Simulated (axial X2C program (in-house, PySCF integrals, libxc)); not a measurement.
# What spin–orbit coupling does to IrSe⁻

Computed with an in-house relativistic program for diatomic molecules. Spin-free means the one-electron spin-free X2C Hamiltonian; two-component (2c) means X2C with spin–orbit coupling and atomic mean-field two-electron Coulomb and Gaunt terms, so the difference of the two also holds small scalar two-electron terms. Basis: Ir dyall-av2z [12s13p10d6f], Se dyall-av2z [8s9p6d] (cores contracted in-house); Gaussian nuclei, density fitting, unrestricted open shells. Masses: Ir 192.963 u, Se 79.917 u.

Spin-free state: M_S = 1, Λ = 0 (beyond evenly filled blocks: π+α, π-α); fragments Ir + Se-.

| level | Re (Å) | ωe (cm⁻¹) | De (eV) | μ (D) |
| --- | --- | --- | --- | --- |
| PBE0 | 2.198 | 328.5 | 3.691 | -2.70 |
| PW91 | 2.208 | 324.7 | 4.507 | -1.69 |

Dipoles are positive if Se is the positive end and refer to the centre of mass.

Two-component determinant lowest at the distance of the search:

Ω = 4 (⟨Sz⟩ = 1.06, ⟨Lz⟩ = 2.94 at PBE0); fragments Ir + Se-.

| level | Re (Å) | ωe (cm⁻¹) | De (eV) | μ (D) |
| --- | --- | --- | --- | --- |
| PBE0 | 2.253 | 307.4 | 3.580 | -3.24 |
| PW91 | 2.271 | 294.5 | 4.161 | -2.56 |

Problem. From the two tables, how do the constants change at the PBE0 level (2c against spin-free)?

Solution. At the PBE0 level Re goes up by 0.055 Å and ωe decreases by 21.1 cm⁻¹; De changes by -0.111 eV. The two determinants differ in configuration, so these shifts compare two states and are not the spin–orbit effect on one state.

One determinant describes the state; a PBE0 search over occupations chose it and may have missed a lower one. Dissociation energies refer to the lowest single-determinant-based atoms at the same level and basis. Density functionals use the spin component along the axis (collinear). Other states lie close and PBE0, whose exact exchange favours high spin, may order them wrongly; the determinant shown need not be the ground state. The nearest other spin-free determinant of the search, M_S = 1, Λ = 3, lies 0.16 eV up at the distance of the search. Without a current term, density functionals place determinants with orbital angular momentum somewhat too high. With several unpaired electrons one determinant need not be a pure state. At some level and bond length an empty orbital lies below a filled one. The highest occupied level of some functionals is positive through self-interaction error; at Hartree–Fock it is bound.
